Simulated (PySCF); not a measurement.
# The second ionisation energy along the alkali metals

All values are computed (PySCF 2.14, energy differences of UHF-based or UKS calculations, no spin-orbit coupling). Values in eV. The last column holds reference values (NIST; (s) semi-empirical, (t) theoretical, else measured). Unmarked ones compare directly (S terms, centres of terms, or small fine structure); those marked * lie between the lowest fine-structure levels and include a spin-orbit shift.

```json
{"element": "Li (aug-cc-pVDZ-DK, spin-free X2C)", "configurations": "1s2 → 1s1", "UHF": "75.837", "MP2 (valence)": "75.840", "SCS-MP2 (valence)": "75.841", "CCSD (valence)": "75.840", "CCSD(T) (valence)": "75.840", "TPSS": "77.164", "reference": "75.640 (t)"}
{"element": "K (aug-cc-pVDZ-X2C, spin-free X2C)", "configurations": "[Ar] → [Ne] 3s2 3p5", "UHF": "31.530", "MP2 (valence)": "31.598", "SCS-MP2 (valence)": "31.592", "CCSD (valence)": "31.600", "CCSD(T) (valence)": "31.600", "TPSS": "32.736", "reference": "31.625 *"}
{"element": "Rb (aug-cc-pVDZ-X2C, spin-free X2C)", "configurations": "[Kr] → [Ar] 3d10 4s2 4p5", "UHF": "27.249", "MP2 (valence)": "27.368", "SCS-MP2 (valence)": "27.359", "CCSD (valence)": "27.379", "CCSD(T) (valence)": "27.380", "TPSS": "28.309", "reference": "27.290 *"}
```

"Valence" correlates the outer s and p shells and, in groups 3 to 12 and the f block, the outer d or f shell, open or full, or the next shell where the ion has no valence electron left; the wider scheme adds the next inner shell.
